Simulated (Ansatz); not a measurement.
BFH5NSi, SMILES `B[SiH](N)F`, relaxed with RKS PBE0-D4/def2-TZVP in Ansatz 0.2.0 from a PBE-D4/def2-SVP geometry. The force threshold is 0.005 eV/Å; the program also tests the step.

The species carries charge 0 and has multiplicity 1.

Start:

```xyz
9

B     1.245   -0.297   -0.944
Si   -0.508    0.438   -0.326
N    -0.662   -0.322    1.224
F    -0.464    2.091   -0.261
H     1.374   -1.035   -1.903
H     2.236   -0.085   -0.268
H    -1.760    0.090   -1.078
H    -1.557   -0.582    1.644
H     0.094   -0.298    1.911
```

**Question.** How much energy does the relaxation release, and in how many steps? (Best estimate.)

**Answer.** The calculation gave: 1.71 kcal/mol, in 14 steps, 4 of them rejected.

**Question.** Which bonds change most? (An estimate is asked.)

**Answer.** Computed: Si2–F4 from 1.654 to 1.613 Å; Si2–N3 from 1.733 to 1.703 Å; B1–H5 from 1.217 to 1.195 Å; B1–H6 from 1.218 to 1.198 Å.

**Question.** Give the relaxed structure. (Best estimate.)

**Answer.** Computed: 
```xyz
9

B     1.268   -0.290   -0.965
Si   -0.498    0.374   -0.284
N    -0.702   -0.310    1.263
F    -0.433    1.986   -0.301
H     1.403   -0.878   -1.997
H     2.250   -0.132   -0.298
H    -1.723    0.026   -1.046
H    -1.605   -0.449    1.683
H     0.039   -0.327    1.944
```
